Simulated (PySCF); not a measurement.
## I⁴⁹⁺ (iodine, charge +49): Hartree-Fock from Schrödinger to Dirac-Coulomb-Breit

Occupied: 1s1/2, 2s1/2. Hartree-Fock calculated with PySCF 2.14 in an uncontracted even-tempered set (19 s from 9.2 bohr⁻², ratio 2.3; 15 p from 11 bohr⁻², ratio 2.3), Gaussian nucleus throughout. NR is non-relativistic, sf-X2C the spin-free one-electron X2C Hamiltonian, X2C adds the bare one-electron spin-orbit term, X2C-SNSO screens it by Boettger's factors, DC is four-component Dirac-Coulomb, and the Gaunt and Breit terms are added at first order (total energies over the DC spinors, levels after relaxing the spinors in that mean field). QED terms are absent. Levels marked empty are virtual spinors of this ion.

```tsv
level (eV)	NR	sf-X2C	X2C	X2C-SNSO
1s1/2	-36762.6	-38185.4	-38185.4	-38185.4
2s1/2	-8776.4	-9205.4	-9205.4	-9205.4
2p1/2 (empty)	-8477.5	-8640.7	-8883.2	-8873.2
2p3/2 (empty)	-8477.5	-8640.7	-8533.4	-8537.3
3s1/2 (empty)	-3747.4	-3891.1	-3891.1	-3891.1
```

**Question.** Where do the four-component calculations put these levels?

**Answer.** 1s1/2: DC -38214.9, DC+Gaunt -38154.4, DC+Breit -38155.1; 2s1/2: DC -9208.6, DC+Gaunt -9201.7, DC+Breit -9202.4; 2p1/2 (empty): DC -8876.2, DC+Gaunt -8863.4, DC+Breit -8865.2; 2p3/2 (empty): DC -8537.9, DC+Gaunt -8530.7, DC+Breit -8532.5; 3s1/2 (empty): DC -3891.9, DC+Gaunt -3890.0, DC+Breit -3890.3 (eV).

```
Hamiltonian  E (hartree)  E − E(DC) (hartree)  CPU seconds
         NR   -3428.6966             143.8216         0.58
     sf-X2C   -3571.2971               1.2211         0.33
        X2C   -3571.2971               1.2211         0.33
   X2C-SNSO   -3571.2971               1.2211         0.33
         DC   -3572.5182               0.0000          5.6
   DC+Gaunt   -3570.0008               2.5174            8
   DC+Breit   -3570.0523               2.4659           75
```

Weight of the small component: 1s1/2 0.0384, 2s1/2 0.00915, 2p1/2 0.00901, 2p3/2 0.00865, 3s1/2 0.00384.

Koopmans' value for the highest occupied level at DC+Breit: 9202.4 eV, against an ionisation energy of 9196 ± 4 eV (theoretical estimate listed by NIST; NIST Atomic Spectra Database, ionization energies); the former lacks relaxation, correlation, QED and recoil.

The whole ladder took 91 s of wall time on 1 thread of Intel(R) Xeon(R) Platinum 8488C (shared host), launched as `OMP_NUM_THREADS=1 python relrun2.py TASK.json OUT` (a driver that calls PySCF for each Hamiltonian).
